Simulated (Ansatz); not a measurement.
The same path of C3H10OSi2 (16 atoms, charge 0, multiplicity 1) was run twice with different band settings. The coordinate that changes most is the dihedral C2–O5–Si6–H16.

These are results of RKS PBE0-D4/def2-SVP in Ansatz 0.2.0, not measurements.

Relaxed end points:

```xyz
16
Properties=species:S:1:pos:R:3
C -1.640 -0.813 -0.394
C -0.526 -0.363 0.201
C 0.551 -1.227 0.766
Si 2.238 -0.913 -0.048
O -0.220 0.954 0.334
Si -1.132 2.264 -0.200
H -2.387 -0.139 -0.820
H -1.828 -1.884 -0.470
H 0.289 -2.290 0.661
H 0.667 -1.015 1.843
H 2.816 0.397 0.371
H 3.182 -1.999 0.364
H 2.095 -0.936 -1.536
H -1.309 2.208 -1.681
H -0.347 3.462 0.194
H -2.471 2.271 0.460
```

```xyz
16
Properties=species:S:1:pos:R:3
C -1.727 -0.626 0.380
C -0.444 -0.243 0.445
C 0.702 -1.141 0.775
Si 1.992 -1.220 -0.615
O -0.017 1.020 0.181
Si -0.961 2.331 -0.287
H -2.529 0.065 0.107
H -2.004 -1.655 0.604
H 0.344 -2.156 0.998
H 1.219 -0.763 1.675
H 2.760 0.054 -0.725
H 2.954 -2.327 -0.319
H 1.318 -1.503 -1.919
H -0.001 3.452 -0.457
H -1.965 2.654 0.769
H -1.665 2.035 -1.569
```

Common settings: climbing image yes; spring 5.0 eV/Å²; optimiser quadratic models (default); start path IDPP; force threshold 0.05 eV/Å; iteration limit 60; end points relaxed.

| run | movable images |
| --- | --- |
| 1 | 5 |
| 2 | 2 |

**Question.** What does each run give, and how far can it be trusted?

**Answer.** Run 1: converged after 5 iterations, highest image 0.094 eV above the first end. A vibrational analysis at the climbing image gives one clearly imaginary mode, 140i cm⁻¹: a first-order saddle point.
Run 2: converged after 8 iterations, highest image 0.094 eV above the first end. Another band between the same ends (5 images) ends at a top of the same energy, where a vibrational analysis finds 1 clearly imaginary mode. So few images can step over the top or miss a turn of the path.
